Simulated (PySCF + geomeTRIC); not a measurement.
These are TPSS-D3(BJ)/def2-SVP (PySCF + geomeTRIC) values and carry that method's errors. fastk is a local helper that only speeds up exchange builds. No frequencies were computed at this level.

```python
import json, numpy as np
from pyscf import gto, dft
from fastk import lowrank_exchange
atoms = """
Nb     0.047216    -0.024471     0.005755
O      1.528700    -0.791426     0.185587
Cl    -1.211482    -0.988265    -1.515494
Cl     0.263889     2.075573    -0.602971
Cl    -1.119409    -0.017172     1.867505
"""
def scf(charge, spin, dm0=None):
    mol = gto.M(atom=atoms, basis='def2-svp', ecp={'Nb': 'def2-svp'}, charge=charge, spin=spin, verbose=3, max_memory=10080)
    mf = dft.KS(mol, xc='tpss').density_fit(auxbasis="def2-universal-jkfit")
    mf.disp = 'd3bj'
    mf.grids.level = 3
    mf.conv_tol = 1e-8
    mf.max_cycle = 120
    mf.level_shift = 0.25
    mf.kernel(dm0)
    if not mf.converged:
        mf = mf.newton().run(mf.mo_coeff, mf.mo_occ).undo_soscf()
    return mf
mf = scf(0, 0)
from pyscf.geomopt.geometric_solver import kernel as optimize
path = []
done, mol = optimize(mf, maxsteps=120, assert_convergence=False, callback=lambda env: path.append((env["energy"], bool(env["g_scanner"].converged))))
res = dict(converged=bool(done and path[-1][1]), energy=path[-1][0], path=[e for e, c in path], xyz=mol.atom_coords(unit="Angstrom").tolist(), nao=mol.nao)
json.dump(res, open("result.json", "w"))
```

Output:

```
converged SCF energy = -1512.6577111044
Geometry optimization cycle 1
converged SCF energy = -1512.65771109993
cycle 1: E = -1512.6577111  dE = -1512.66  norm(grad) = 0.0836861
Geometry optimization cycle 2
converged SCF energy = -1512.67093174463
cycle 2: E = -1512.67093174  dE = -0.0132206  norm(grad) = 0.0269725
Geometry optimization cycle 3
converged SCF energy = -1512.67200746134
cycle 3: E = -1512.67200746  dE = -0.00107572  norm(grad) = 0.00799601
Geometry optimization cycle 4
converged SCF energy = -1512.67228683883
cycle 4: E = -1512.67228684  dE = -0.000279377  norm(grad) = 0.00506907
Geometry optimization cycle 5
converged SCF energy = -1512.67231586196
cycle 5: E = -1512.67231586  dE = -2.90231e-05  norm(grad) = 0.000529638
Geometry optimization cycle 6
converged SCF energy = -1512.67231646589
cycle 6: E = -1512.67231647  dE = -6.03926e-07  norm(grad) = 0.000559966
Geometry optimization cycle 7
converged SCF energy = -1512.67231673466
cycle 7: E = -1512.67231673  dE = -2.68765e-07  norm(grad) = 0.000483403
<class 'geometric.internal.Distance'> : 4
<class 'geometric.internal.Angle'> : 6
<class 'geometric.internal.TranslationX'> : 1
<class 'geometric.internal.TranslationY'> : 1
<class 'geometric.internal.TranslationZ'> : 1
<class 'geometric.internal.RotationA'> : 1
<class 'geometric.internal.RotationB'> : 1
<class 'geometric.internal.RotationC'> : 1
Step    0 : Gradient = 3.743e-02/4.334e-02 (rms/max) Energy = -1512.6577110999
Step    1 : Displace = 1.002e-01/1.280e-01 (rms/max) Trust = 1.000e-01 (=) Grad = 1.206e-02/2.262e-02 (rms/max) E (change) = -1512.6709317446 (-1.322e-02) Quality = 0.767
Step    2 : Displace = 3.126e-02/4.737e-02 (rms/max) Trust = 1.414e-01 (+) Grad = 3.576e-03/6.828e-03 (rms/max) E (change) = -1512.6720074613 (-1.076e-03) Quality = 1.228
Step    3 : Displace = 2.537e-02/3.046e-02 (rms/max) Trust = 2.000e-01 (+) Grad = 2.267e-03/4.058e-03 (rms/max) E (change) = -1512.6722868388 (-2.794e-04) Quality = 1.248
Step    4 : Displace = 8.854e-03/1.093e-02 (rms/max) Trust = 2.828e-01 (+) Grad = 2.369e-04/3.738e-04 (rms/max) E (change) = -1512.6723158620 (-2.902e-05) Quality = 0.952
Step    5 : Displace = 8.899e-04/9.910e-04 (rms/max) Trust = 3.000e-01 (+) Grad = 2.504e-04/4.681e-04 (rms/max) E (change) = -1512.6723164659 (-6.039e-07) Quality = 0.161
Step    6 : Displace = 4.055e-04/4.816e-04 (rms/max) Trust = 4.449e-04 (-) Grad = 2.162e-04/3.864e-04 (rms/max) E (change) = -1512.6723167347 (-2.688e-07) Quality = 0.179
Converged! =D
```

Cost: very roughly 2.4 core-minutes.
